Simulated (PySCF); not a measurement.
Compound: C₇H₁₀N₂.
Numbering: `[CH3:1][c:2]1[cH:3][cH:4][n:5][n:6]1[CH:7]1[CH2:8][CH2:9]1`

The computed photoelectron lines, unassigned: C 1s: 289.69 (area 1), 290.35 (area 1), 290.57 (area 2), 290.93 (area 1), 291.16 (area 1), 291.78 (area 1) eV; N 1s: 404.49 (area 1), 406.40 (area 1) eV.

Theory: PySCF 2.14.0, delta-SCF UKS SCAN, pcX-2 on the ionised atom, pcseg-1 elsewhere, spin-free X2C. One conformer (not necessarily the lowest) at the PBE0-D3(BJ)/def2-SVP geometry, without solvent, vibrations or thermal averaging.

(1) Assign the C 1s lines to atoms.

(2) Assign the N 1s lines to atoms.

Answers

(1) 289.69 eV: C3 (aromatic CH carbon); 290.35 eV: C4 (aromatic CH next to a ring nitrogen); 290.57 eV: C8/C9 (three-membered-ring carbon); 290.93 eV: C2 (substituted aromatic carbon); 291.16 eV: C1 (benzylic-type carbon); 291.78 eV: C7 (sp3 carbon bound to nitrogen). The listed C 1s values span 2.09 eV, from C3 (bonded to 2 C (aromatic in the SMILES) and H) to C7 (bonded to N, 2 C and H). Summing the Pauling electronegativity differences to the bonded atoms, each weighted by its formal bond order, gives -0.35 for the lowest site and +0.14 for the highest; the largest sum, +0.74, belongs to C2, 0.85 eV below the top. The smallest sum, -1.05, belongs to C1, 1.47 eV above the lowest.

(2) 404.49 eV: N5 (pyridine-type nitrogen); 406.40 eV: N6 (pyrrole-type nitrogen). Lowest listed N 1s: N5, bonded to N (aromatic in the SMILES) and C (aromatic in the SMILES). Highest, 1.91 eV above it: N6, bonded to N (aromatic in the SMILES), C (aromatic in the SMILES) and C.

Bonded neighbours of each site: C1: C and 3 H; C2: N (aromatic in the SMILES), C (aromatic in the SMILES) and C; C3: 2 C (aromatic in the SMILES) and H; C4: N (aromatic in the SMILES), C (aromatic in the SMILES) and H; N5: N (aromatic in the SMILES) and C (aromatic in the SMILES); N6: N (aromatic in the SMILES), C (aromatic in the SMILES) and C; C7: N, 2 C and H; C8/C9: 2 C and 2 H.

Problem. What is the longest wavelength that can ionise N 1s of N5 vertically?

Solution. λ = hc/E = 12398.42 eV Å / 404.49 eV = 30.652 Å.

Topologically equivalent atoms share the value of their first member; where this conformer doesn't relate them by symmetry, their own values could differ.

Conformer computed: `[CH3:1][c:2]1[cH:3][cH:4][n:5][n:6]1[CH:7]1[CH2:8][CH2:9]1`: N5–N6–C7–C8 52°.
